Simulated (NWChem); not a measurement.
Species: AuH$_{3}$O; SMILES [OH2]->[AuH]

Results from NWChem. The geometry was optimised at PBE-D3(BJ)/def2-SVP. def2 effective core potentials on Au; no spin-orbit coupling. Level: PBE0/def2-SVPD; rows give the wavelength of the field.

For field 1065 nm:

```yaml
isotropic polarisability (bohr³): 46.3
```

### Question
What are these values for field 589 nm?

### Answer
The isotropic polarisability (bohr³) is 48.6.
